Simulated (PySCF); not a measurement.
C₆ coefficients of unlike pairs at PBE

Calculated with PySCF 2.14 from the dipole response of each species, C₆(A,B) = (3/π) ∫ α_A(iu) α_B(iu) du, in atomic units, from isotropic polarisabilities. For ions this is the dispersion term alone; charge-induced terms of lower order in 1/R come first.

| species | configuration | basis | relativity | α (bohr³) | C₆ (like pair) |
| --- | --- | --- | --- | --- | --- |
| Al | [Ne] 3s2 3p1 (2P) | dyall-av3z (19s12p3d2f) | spin-free X2C | 65.22 | 577.7 |
| Mo²⁺ | [Kr] 4d4 (5D) | aug-cc-pVDZ-PP with ECP28MDF (5s5p4d2f) | core potential | 10.60 | 56.73 |
| S⁺ | [Ne] 3s2 3p3 (4S) | x2c-TZVPPall with one added diffuse shell each of s, p, d type (6s6p4d1f) | spin-free X2C | 10.99 | 54.22 |
| N³⁺ | [He] 2s2 (1S) | def2-TZVPPD (6s3p3d1f) | none | 2.097 | 2.063 |

Q: Estimate C₆ for S⁺ with Mo²⁺.

A: The integral gives 54.84. The combination rule 2 C_A C_B / (C_A α_B/α_A + C_B α_A/α_B) gives 55.37 and the geometric mean 55.46.

No spin-orbit coupling is included.

The other pairs:

| pair | C₆ |
| --- | --- |
| N³⁺, Al | 29.56 |
| N³⁺, Mo²⁺ | 10.76 |
| Mo²⁺, Al | 149.1 |
| N³⁺, S⁺ | 10.57 |
| S⁺, Al | 153.6 |
